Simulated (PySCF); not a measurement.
Compound: C₂H₅Se (charge -1).
Bonds: C1–C2, C2–Se3. Hydrogens: H4, H5, H6 on C1; H7, H8 on C2.

The closed-shell ground state was solved at several levels (PySCF, density fitting, gas phase). Isolated species at its PBE0-D3(BJ)/def2-SVP geometry, gas phase. The geometry's basis has no diffuse functions, a weakness for an anion. The calculation is non-relativistic and has no spin–orbit coupling, an omission that weighs most on selenium. Where the HOMO energy is positive, the finite basis confines the outermost electrons. No diffuse functions stand in pcJ-1 (pcSseg-1 on Se), pcSseg-1 and pcSseg-2, which bears on an anion's orbital energies.

```json
{"level": "B3LYP/def2-SVPD", "basis functions": "121", "HOMO (eV)": "0.19", "LUMO (eV)": "4.08", "gap (eV)": "3.89"}
{"level": "PBE0/pcSseg-1", "basis functions": "100", "HOMO (eV)": "0.82", "LUMO (eV)": "5.87", "gap (eV)": "5.05"}
{"level": "B3LYP/pcJ-1 (pcSseg-1 on Se)", "basis functions": "145", "HOMO (eV)": "1.11", "LUMO (eV)": "5.64", "gap (eV)": "4.53"}
```

**Question.** Estimate the row for CAM-B3LYP/pcSseg-2, a basis of 205 functions; the other rows only guide the guess.

**Answer.** HOMO -0.96 eV, LUMO 5.09 eV, gap 6.05 eV.

**Question.** Over all these levels, which gives the widest orbital gap and which the narrowest?

**Answer.** CAM-B3LYP/pcSseg-2 (range-separated hybrid) has the widest, 6.05 eV, and B3LYP/def2-SVPD (global hybrid, 20 % exact exchange) the narrowest, 3.89 eV. Functional and basis both differ between the two, so the spread mixes both effects.
